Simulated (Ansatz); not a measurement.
Wavefunction ladder for CH₃F₂In (`[CH3][In]([F])[F]`)

Z-matrix (Å, degrees):
```
C
In 1 2.117
H 1 1.088 2 109.2
H 1 1.089 2 108.9 3 120.8
H 1 1.089 2 108.7 3 -120.1
F 2 1.943 1 126.8 3 -169.7
F 2 1.943 1 126.7 3 10.4
```

Charge 0, multiplicity 1. Correlated methods include outer-core shells of In, which these sets cover unevenly. In takes the def2 core potential. All single points use the PBE0-D4/def2-TZVP geometry. Frozen core, restricted reference, Ansatz.

```json
{"basis": "def2-SVP", "HF (Eh)": "-427.55505", "MP2 corr.": "-0.60847"}
{"basis": "def2-TZVPP", "HF (Eh)": "-427.86830", "MP2 corr.": "-0.96763"}
{"basis": "def2-QZVPP", "HF (Eh)": "-427.88210", "MP2 corr.": "-1.21811"}
```

Problem. Estimate the CCSD correlation energy and the (T) correction in each basis where they were run (hartree).

Solution. 
```
     basis  CCSD corr.       (T)
  def2-SVP    -0.62991  -0.01301
def2-TZVPP    -0.97154  -0.03063
```
